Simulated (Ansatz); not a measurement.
Cost and result for the atomization energy of CH4BIO2, SMILES `OB(O)CI` (9 atoms, 8 bonds).

```json
{"atom": "O1", "x (Å)": "0.942", "y (Å)": "-1.262", "z (Å)": "-0.099"}
{"atom": "B2", "x (Å)": "-0.094", "y (Å)": "-0.384", "z (Å)": "0.035"}
{"atom": "O3", "x (Å)": "-1.408", "y (Å)": "-0.691", "z (Å)": "-0.167"}
{"atom": "C4", "x (Å)": "0.250", "y (Å)": "1.086", "z (Å)": "0.466"}
{"atom": "I5", "x (Å)": "0.569", "y (Å)": "2.193", "z (Å)": "-1.351"}
{"atom": "H6", "x (Å)": "0.711", "y (Å)": "-2.141", "z (Å)": "-0.406"}
{"atom": "H7", "x (Å)": "-1.589", "y (Å)": "-1.582", "z (Å)": "-0.474"}
{"atom": "H8", "x (Å)": "1.179", "y (Å)": "1.180", "z (Å)": "1.022"}
{"atom": "H9", "x (Å)": "-0.559", "y (Å)": "1.601", "z (Å)": "0.975"}
```

Charge 0, multiplicity 1. Correlated methods include outer-core shells of I, which these sets cover unevenly. I: def2 effective core potential. The geometry is a stationary point of PBE0-D4/def2-TZVP. It is one conformer, not always the lowest. Program: Ansatz. All runs use 4 threads of a server CPU on a shared host. Times are those of one run each, without the atoms' runs, and a repeat can differ threefold. Electronic energies, without spin–orbit coupling; frozen cores. CCSD(T)/CBS adds CCSD(T) − MP2 in def2-TZVPP to the MP2 limit, and its time is that of the two runs behind it. T1 = 0.011. With those shells the extrapolation isn't a true limit. B3LYP takes the VWN-RPA correlation (the form of Gaussian; ORCA's B3LYP/G).

CCSD(T)/CBS is a level of theory with its own doubt, some kJ/mol a heavy atom from the limit and from the frozen cores, so smaller differences don't rank the functionals.

```tsv
level	functions	wall time	atomization (kcal/mol)	difference from CCSD(T)/CBS	per bond
LDA (SPW92)/def2-TZVPP	230	1.4 s	980.6	133.1	16.6
BLYP-D4/def2-TZVPP	230	1.7 s	845.2	-2.3	-0.3
PBE-D4/def2-TZVPP (with forces)	230	2 s	867.0	19.5	2.4
PBE0-D4/def2-TZVPP	230	2.2 s	846.6	-0.9	-0.1
BHLYP-D4/def2-TZVPP	230	2.9 s	812.5	-35.0	-4.4
B3LYP-D4/def2-TZVPP (with forces)	230	3.3 s	842.6	-4.9	-0.6
B97M-V/def2-TZVPP	230	4.6 s	844.7	-2.8	-0.4
ωB97X-V/def2-TZVPP	230	5.5 s	843.0	-4.5	-0.6
PBE-QIDH/def2-TZVPP	230	7 s	840.8	-6.7	-0.8
CCSD(T)/def2-SVP	102	9.6 s	799.7	-47.8	-6.0
MP2/def2-QZVPP	430	21 s	863.7	16.2	2.0
CCSD(T)/def2-TZVPP	230	2.8 min	823.7	-23.8	-3.0
CCSD(T)/CBS(def2)	–	3.1 min	847.5	0.0	0.0
```

At CCSD(T), def2-SVP lies −47.8 kcal/mol from the extrapolated value and def2-TZVPP −23.8 kcal/mol: correlation converges slowly with the basis, and small sets miss more of it in the bonded molecule than in its fragments. From r2SCAN to r2SCAN0 (25 % exact exchange), in def2-TZVPP and without D4, the atomization energy moves by −17.4 kcal/mol: exact exchange takes away binding that semilocal exchange gives to molecules. In def2-TZVPP, CCSD(T) changes the Hartree–Fock value by +215.1 kcal/mol (the triples alone add +14.8 kcal/mol) and MP2 by +241.1 kcal/mol; breaking electron pairs costs correlation energy, which Hartree–Fock lacks.

Spin–orbit coupling would lower the free I atoms strongly, and the atomization energy with them, by more than many differences here.
